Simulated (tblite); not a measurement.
Compound: C4H7F3OSi.
Atom-mapped SMILES: `[F:1][C:2]([F:3])([F:4])[C@H:5]1[CH2:6][CH2:7][O:8][SiH2:9]1` (hydrogens: H10 on C5; H11, H12 on C6; H13, H14 on C7; H15, H16 on Si9)

Computed with GFN2-xTB (tblite), gas phase: Langevin dynamics at 300 K from the optimised GFN2-xTB geometry, time step 0.5 fs, friction 0.01 fs⁻¹, 2000 steps. The instantaneous temperature is 2·E(kin)/(3Nk) with all 3N coordinates.

| t (fs) | T (K) | E(pot) above start (eV) | F1–C2 (Å) | C2–F3 (Å) | C2–F4 (Å) | C2–C5 (Å) | C5–C6 (Å) | C5–H10 (Å) | F1–C2–C5–C6 (°) |
| --- | --- | --- | --- | --- | --- | --- | --- | --- | --- |
| 0 | 244 | 0.000 | 1.349 | 1.345 | 1.346 | 1.495 | 1.530 | 1.092 | 61 |
| 50 | 177 | 0.336 | 1.339 | 1.319 | 1.324 | 1.481 | 1.519 | 1.089 | 61 |
| 100 | 269 | 0.258 | 1.332 | 1.374 | 1.338 | 1.499 | 1.583 | 1.091 | 61 |
| 150 | 209 | 0.511 | 1.365 | 1.375 | 1.345 | 1.496 | 1.543 | 1.090 | 53 |
| 200 | 229 | 0.676 | 1.369 | 1.328 | 1.365 | 1.523 | 1.595 | 1.074 | 50 |
| 250 | 360 | 0.523 | 1.326 | 1.308 | 1.388 | 1.527 | 1.509 | 1.125 | 51 |
| 300 | 369 | 0.636 | 1.365 | 1.354 | 1.332 | 1.510 | 1.551 | 1.070 | 41 |
| 350 | 458 | 0.442 | 1.336 | 1.357 | 1.389 | 1.479 | 1.507 | 1.109 | 61 |
| 400 | 389 | 0.459 | 1.351 | 1.368 | 1.338 | 1.498 | 1.522 | 1.081 | 64 |
| 450 | 310 | 0.531 | 1.377 | 1.288 | 1.370 | 1.543 | 1.557 | 1.086 | 64 |
| 500 | 301 | 0.663 | 1.311 | 1.414 | 1.286 | 1.528 | 1.536 | 1.111 | 67 |
| 550 | 306 | 0.893 | 1.392 | 1.378 | 1.350 | 1.495 | 1.576 | 1.080 | 60 |
| 600 | 337 | 0.675 | 1.329 | 1.431 | 1.311 | 1.490 | 1.527 | 1.137 | 41 |
| 650 | 335 | 0.551 | 1.321 | 1.280 | 1.400 | 1.521 | 1.534 | 1.103 | 48 |
| 700 | 251 | 0.592 | 1.328 | 1.375 | 1.336 | 1.527 | 1.532 | 1.099 | 44 |
| 750 | 238 | 0.772 | 1.438 | 1.304 | 1.368 | 1.463 | 1.507 | 1.065 | 53 |
| 800 | 292 | 0.680 | 1.301 | 1.380 | 1.346 | 1.459 | 1.518 | 1.086 | 66 |
| 850 | 278 | 0.602 | 1.412 | 1.349 | 1.367 | 1.506 | 1.575 | 1.127 | 64 |
| 900 | 252 | 0.556 | 1.372 | 1.364 | 1.383 | 1.537 | 1.538 | 1.059 | 56 |
| 950 | 361 | 0.502 | 1.326 | 1.322 | 1.352 | 1.522 | 1.552 | 1.082 | 63 |
| 1000 | 260 | 0.542 | 1.343 | 1.364 | 1.316 | 1.543 | 1.490 | 1.077 | 54 |

Q: From 500 fs on, how do temperature and potential energy compare with equipartition?

A: The mean temperature of these 11 frames is 292 K against the target 300 K, and the mean potential energy 0.64 eV against 42 × kT/2 = 0.54 eV for 42 classical harmonic modes. For 16 atoms in a canonical ensemble the temperature itself scatters by T·√(2/(3N)) = 61 K; here its standard deviation is 39 K. The whole run lasts only 10 friction times of 100 fs, so these averages carry a wide statistical error.

Q: What are the kinetic and total energies of the listed frame with the highest potential energy?

A: The one at 550 fs, 0.893 eV above the start. Its kinetic energy is 3NkT/2 = 0.632 eV at 306 K, so the sum is 1.52 eV; over the listed frames the sum runs from 0.50 to 1.52 eV, since the thermostat adds and removes energy.

Q: How much do the listed bonds fluctuate from 500 fs on?

A: 
```
  bond  at the start (Å)  mean (Å)  standard deviation (Å)
 F1–C2             1.349     1.352                   0.043
 C2–F3             1.345     1.360                   0.043
 C2–F4             1.346     1.347                   0.032
 C2–C5             1.495     1.508                   0.027
 C5–C6             1.530     1.535                   0.025
C5–H10             1.092     1.093                   0.023
```

The motion is classical and holds no zero-point motion.

What follows is the cost of the whole dynamics run. Hardware: Intel Xeon at 2.70 GHz, one thread, on a shared host. Cost: 21 s of wall time, 0.18 GiB resident at most.
